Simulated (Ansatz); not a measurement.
Geometry optimisation, RKS r2SCAN-D4/def2-SVP (Ansatz 0.2.0).

The input (input.yaml):

```yaml
crystal:
  periodic: [false, false, false]
  atoms:
    - { symbol: B, position_ang: [-0.77025, 1.27012, 0.19093] }
    - { symbol: O, position_ang: [0.22812, 0.48364, 0.58221] }
    - { symbol: C, position_ang: [0.59825, -0.65261, 0.09075] }
    - { symbol: C, position_ang: [0.9805, -1.71596, -0.30616] }
    - { symbol: H, position_ang: [-1.47412, 0.9963, -0.71358] }
    - { symbol: H, position_ang: [-0.8932, 2.25466, 0.81426] }
    - { symbol: H, position_ang: [1.33069, -2.63613, -0.65841] }
basis:
  gaussian: { orbitals: def2-SVP }
hamiltonian:
  xc: r2scan
  dispersion: d4
relax:
  f_tol: 0.02
  max_steps: 50
```

Launched with:

```bash
$ ansatz run input.yaml --threads 2 --pin off --max-ram 3072MiB --backend cpu --events-out ev --progress --plain --runs-dir out
```

Problem. Where does it end, and by what steps?

Solution. The run converged. After 6 steps the energy has fallen by 0.097 eV; H5 moved furthest, 0.08 Å.

```csv
step,energy less start (eV),largest force component (eV/Å),accepted
0,0.0000,1.257,yes
1,-0.0821,0.597,yes
2,-0.0936,0.143,yes
3,-0.0937,0.174,yes
4,-0.0920,0.211,no
5,-0.0957,0.067,yes
6,-0.0972,0.012,yes
```

```xyz
7
Properties=species:S:1:pos:R:3
B -0.776 1.288 0.197
O 0.261 0.499 0.633
C 0.602 -0.645 0.113
C 0.981 -1.714 -0.314
H -1.444 0.923 -0.736
H -0.927 2.309 0.811
H 1.304 -2.659 -0.705
```

Run time: 5 s on 2 threads of AMD EPYC 9R45 96-Core Processor (Zen 5), with other jobs on the host, peak memory 0.16 GiB.
